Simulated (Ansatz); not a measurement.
All numbers were calculated with Ansatz.

A structure relaxed at PBE0-D4/def2-TZVP, charge 0, multiplicity 1:

```tsv
atom	x (Å)	y (Å)	z (Å)
C1	-0.339	0.910	-1.604
S2	-1.543	0.586	-0.267
Hf3	-0.069	-0.333	1.429
O4	1.035	-1.621	0.580
F5	1.058	1.062	2.065
Cl6	-1.400	-1.214	3.153
H7	0.322	1.735	-1.340
H8	0.247	0.021	-1.834
H9	-0.913	1.190	-2.487
H10	1.603	-2.335	0.307
```

Problem. Give its formula and SMILES.

Solution. CH4ClFHfOS, `C[S][Hf]([OH])([F])[Cl]`.

Problem. Summarise the bond lengths by kind.

Solution. 1 × C–S 1.828 Å; 3 × C–H 1.089 Å; 1 × Hf–S 2.428 Å; 1 × Hf–O 1.898 Å; 1 × F–Hf 1.903 Å; 1 × Cl–Hf 2.349 Å; 1 × H–O 0.952 Å.
